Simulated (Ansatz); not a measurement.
Reaction (ligand exchange at the Sn–C bond): `N=[C](S)[SnH3]` + `C[SiH2]N` → `C[SiH2][NH][SnH3]` + `N=CS`

Calculated with Ansatz (gas phase, PBE0-D4/def2-TZVP geometries, no zero-point term in ΔE). CCSD(T)/CBS is the MP2 limit (def2-TZVPP, def2-QZVPP) plus CCSD(T) − MP2 in def2-TZVPP, frozen cores. This one scheme is used for every species. DFT in def2-TZVPP. B3LYP here is the variant with VWN-RPA as its local correlation; programs differ in this. Elements past krypton have def2 core potentials. For Sn outer-core shells are correlated without core-valence functions, which leaves a few kJ/mol of doubt a bond. One conformer a species, not always the lowest.

CCSD(T)/CBS gives -29.1 kJ/mol.

(1) Another level gave -40.3 kJ/mol. Which?
A. HF/def2-TZVPP
B. PBE/def2-TZVPP
C. ωB97X-V/def2-TZVPP
D. B3LYP/def2-TZVPP

Largest T1 diagnostic among the species: 0.015.

Answers

(1) A. HF/def2-TZVPP -40.3, B3LYP -24.7, ωB97X-V -31.7, PBE -18.6 kJ/mol.

In def2-TZVPP, CCSD(T) changes the Hartree–Fock value by +10.3 kJ/mol (the triples alone add +2.1 kJ/mol) and MP2 by +10.8 kJ/mol. From PBE to PBE0 (25 % exact exchange), in def2-TZVPP and without D4, ΔE moves by −5.4 kJ/mol.
